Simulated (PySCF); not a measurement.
Gas-phase equilibrium of 1 mol SnCl4, 0.73 mol H2 at 2000 K and 0.0100 bar, among 14 species (SnCl4, HCl, SnH2, SnHCl3, SnCl3, H, H2, SnH4, SnCl2, SnH2Cl2, Cl, Cl2, SnH3Cl, SnHCl). Only gases are allowed; each row takes one source of thermochemistry for all species, and Cantera finds the minimum.

Energies from PySCF (xtb for GFN2), thermal terms from the rigid-rotor harmonic-oscillator model, ideal gas at 1 bar. † marks an energy on the PBE0/def2-TZVP geometry and frequencies; other levels use their own. MP2 freezes the core. Open shells (unrestricted) among the columns below: H (multiplicity 2), Cl (multiplicity 2, electronic degeneracy 6); the rest are closed-shell singlets. GFN2 has no spin-polarisation term. Spin-orbit splitting is ignored; it lowers the true energy and changes the entropy of Cl. Sn: scalar-relativistic def2 core potential, no spin-orbit coupling. MP2 isn't extrapolated to the basis-set limit. The harmonic model lacks anharmonicity and excited electronic states, which grow with temperature; levels with a mode under 35 cm⁻¹ are left out. Soft modes under 120 cm⁻¹ make the harmonic entropy rough for SnCl2.

Molecules larger than those listed are left out.

With GFN2-xTB thermochemistry: HCl 0.48, SnCl2 0.34, Cl 0.17, Cl2 0.012, H2 0.0047, H 0.00018.

Q: How far does the composition move with the other sources (MP2/def2-SVP†, PBE/def2-SVP, PBE/def2-TZVP†, ωB97X-V/def2-TZVP†)?

A: 
```json
[
 {"thermochemistry": "GFN2-xTB", "x HCl": "0.48", "x SnCl2": "0.34", "x Cl": "0.17", "x Cl2": "0.012", "x H2": "0.0047", "x H": "0.00018"},
 {"thermochemistry": "MP2/def2-SVP†", "x HCl": "0.46", "x SnCl2": "0.33", "x Cl": "0.19", "x Cl2": "1.1e-5", "x H2": "0.0058", "x H": "0.0053"},
 {"thermochemistry": "PBE/def2-SVP", "x HCl": "0.48", "x SnCl2": "0.33", "x Cl": "0.18", "x Cl2": "0.00096", "x H2": "0.00092", "x H": "0.0012"},
 {"thermochemistry": "PBE/def2-TZVP†", "x HCl": "0.48", "x SnCl2": "0.33", "x Cl": "0.18", "x Cl2": "0.0024", "x H2": "0.00070", "x H": "0.00083"},
 {"thermochemistry": "ωB97X-V/def2-TZVP†", "x HCl": "0.48", "x SnCl2": "0.33", "x Cl": "0.18", "x Cl2": "0.00043", "x H2": "0.0015", "x H": "0.00086"}
]
```
The most sensitive of these is Cl2: it spans a factor of 10^3.0 over these rows; at this temperature one factor of ten is RT ln 10 = 38 kJ/mol.
